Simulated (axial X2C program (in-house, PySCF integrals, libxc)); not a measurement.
## NaCd⁻: bond constants with and without spin–orbit coupling

Computed with an axial X2C code built on PySCF integrals. Spin-free means the one-electron spin-free X2C Hamiltonian; two-component (2c) means X2C with spin–orbit coupling and atomic mean-field two-electron Coulomb and Gaunt terms, so the difference of the two also holds small scalar two-electron terms. Basis: Cd dyall-acv3z [13s13p9d5f3g], Na dyall-av3z [10s9p5d2f] (cores contracted in-house); Gaussian nuclei, density fitting, unrestricted open shells. Masses: Cd 113.903 u, Na 22.990 u.

State, spin-free: M_S = 0, Λ = 0 (closed shell); electrons by block: σα: 14, σβ: 14, π+α: 6, π+β: 6, π-α: 6, π-β: 6, δ+α: 2, δ+β: 2, δ-α: 2, δ-β: 2. Fragments: Cd + Na-.

State, 2c: Ω = 0 (closed shell); electrons by block: 1/2: 20, -1/2: 20, 3/2: 8, -3/2: 8, 5/2: 2, -5/2: 2. Fragments: Cd + Na-.

```
Hamiltonian  level  Re (Å)  ωe (cm⁻¹)  Be (cm⁻¹)  De (eV)
  spin-free    MP2   3.856       46.0    0.05926    0.136
         2c    MP2   3.854       46.1    0.05933    0.136
```

Correlated methods: 14 electrons correlated (number of frozen shells: Cd 4 s, 3 p, 1 d; Na 2 s, 1 p), 332 virtual spin orbitals or spinors in MP2.

Dipoles are positive if Na is the positive end and refer to the centre of mass.

The state is one determinant whose occupation by symmetry is held fixed; it was picked as the lowest of a PBE0 search that is not exhaustive. De is counted from the lowest determinant-based energies of the atoms at the same level, without counterpoise correction. PBE0 can misorder states that lie within some tenths of an eV, so this need not be the ground state of the molecule. The nearest other spin-free determinant of the search, M_S = 1, Λ = 0, lies 0.49 eV up at the distance of the search. With the outer-core shells frozen, correlated bond lengths of heavy atoms tend to come out a few hundredths of an ångström too long.

No reliable constants came from CCSD (2c), CCSD (spin-free), CCSD(T) (2c), CCSD(T) (spin-free), HF (2c), HF (spin-free), PBE (2c), PBE (spin-free), PBE0 (2c), PBE0 (spin-free): no minimum in range, unconverged points, a curve that is not smooth, a change of character along it, or the two Hamiltonians disagreeing along it.

The whole task took 3.6 min on 1 thread of Arm Neoverse V2, with other jobs on the host.
